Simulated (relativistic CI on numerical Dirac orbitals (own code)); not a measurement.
# Pt³⁰⁺: q coefficients and field-shift factors

Calculated at this level of theory: Dirac-Coulomb-Breit CI, separate exchange-only KLI orbitals for each configuration, derivatives by finite differences, unscaled Slater integrals, QED left out (own radial code, finite nucleus).

Configurations in the expansion (outside the closed core [Ar] 3d10 4s2): 4p6 4d10 4f2, 4p6 4d9 4f3, 4p6 4d10 4f 5s, 4p6 4d10 4f 5p, 4p6 4d10 5s2, 4p5 4d10 4f3, 4p6 4d10 5s 5p, 4p6 4d10 4f 5d. Levels of other configurations are missing.

With x = (α/α₀)² − 1 an excitation energy changes as ω = ω₀ + qx; K = 2q/ω₀ is the relative enhancement. Terms are leading LS components, so labels can repeat. The field-shift factor is F = δν/δ⟨r²⟩ for the transition from the lowest level.

Lowest level 4p6 4d10 4f2 3H_4.

```tsv
Level	ω₀ (cm⁻¹)	q (cm⁻¹)	K	F (GHz/fm²)
4p6 4d10 4f2 3F_2	23151	4283	0.37	0.401
4p6 4d10 4f2 3H_5	37600	37730	2.01	1.89
4p6 4d10 4f2 1G_4	52116	36990	1.42	2.01
4p6 4d10 4f2 3F_3	52909	38230	1.45	2.06
4p6 4d10 4f2 3H_6	67498	58850	1.74	3.04
4p6 4d10 4f2 3P_0	89489	11250	0.251	1.4
4p6 4d10 4f2 1D_2	90839	36380	0.801	2.4
4p6 4d10 4f2 3F_4	95200	76450	1.61	4.01
4p6 4d10 4f2 3P_1	108863	38580	0.709	2.66
4p6 4d10 4f2 1I_6	114015	53560	0.94	3.33
4p6 4d10 4f2 3P_2	138611	73480	1.06	4.36
4p6 4d10 4f2 1S_0	225402	64680	0.574	4.99
4p6 4d10 4f 5s 3F°_2	1480495	-599900	-0.81	1040
```

At this charge energies of transitions that change n are usually good to better than 1 %, and those within a shell (Δn = 0) to a few per cent. Terms inside the open d or f shell come out 10 to 20 % too wide with unscaled integrals.
